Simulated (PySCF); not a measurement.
**A PySCF run on CsP**

State: ³Σ⁻ (triplet), unpaired electrons π ↑↑.

An equivalent input (the run itself took its basis sets from the Basis Set Exchange, started from a PBE0 density and held the occupation σ 7α 7β, πx 3α 2β, πy 3α 2β):

```python
from pyscf import gto, dft
mol = gto.M(atom='Cs 0 0 0; P 0 0 3.291', basis={'Cs': 'def2-TZVPP', 'P': 'def2-TZVPP'}, ecp={'Cs': 'def2-TZVPP'},
            charge=0, spin=2, verbose=4, symmetry='C2v')
mf = dft.UKS(mol, xc='PBE0')
mf.grids.atom_grid = (80, 434)
mf.grids.prune = dft.gen_grid.treutler_prune
mf.irrep_nelec = {'A1': (7, 7), 'B1': (3, 2), 'B2': (3, 2)}
mf.conv_tol = 1e-9
mf.max_cycle = 60
mf.diis_space = 10
mf.kernel()
```

The log (some set-up lines and the per-cycle HOMO/LUMO lines removed):

```
******** <class 'pyscf.dft.uks_symm.SymAdaptedUKS'> ********
method = SymAdaptedUKS
damping factor = 0
level_shift factor = 0
DIIS = <class 'pyscf.scf.diis.CDIIS'>
diis_start_cycle = 1
diis_space = 10
diis_damp = 0
SCF conv_tol = 1e-09
SCF conv_tol_grad = None
SCF max_cycles = 60
number electrons alpha = 13  beta = 11
Set gradient conv threshold to 3.16228e-05
init E= -361.32545349049
cycle= 1 E= -361.325917626488  delta_E= -0.000464  |g|= 0.000983  |ddm|= 0.0108
cycle= 2 E= -361.325918192183  delta_E= -5.66e-07  |g|= 0.000734  |ddm|= 0.00296
cycle= 3 E= -361.325918548255  delta_E= -3.56e-07  |g|= 0.000141  |ddm|= 0.00177
cycle= 4 E= -361.325918571996  delta_E= -2.37e-08  |g|= 5.1e-05  |ddm|= 0.000386
cycle= 5 E= -361.325918577887  delta_E= -5.89e-09  |g|= 2.45e-05  |ddm|= 0.000304
cycle= 6 E= -361.32591857941  delta_E= -1.52e-09  |g|= 8.04e-06  |ddm|= 0.000132
cycle= 7 E= -361.325918579776  delta_E= -3.66e-10  |g|= 3.64e-06  |ddm|= 8.1e-05
Extra cycle  E= -361.325918579837  delta_E= -6.08e-11  |g|= 2.32e-06  |ddm|= 2.9e-05
converged SCF energy = -361.325918579837  <S^2> = 2.0133069  2S+1 = 3.0088582
```

Repeating this along the bond gives Re = 3.279 Å and ωe = 168 cm⁻¹.

A point of this curve took 2.2 CPU seconds beside 0.2 for the integrals, on Arm Neoverse V1 (shared host).

Spin–orbit coupling is left out. The state was picked by a PBE0 search and need not be the measured ground state.
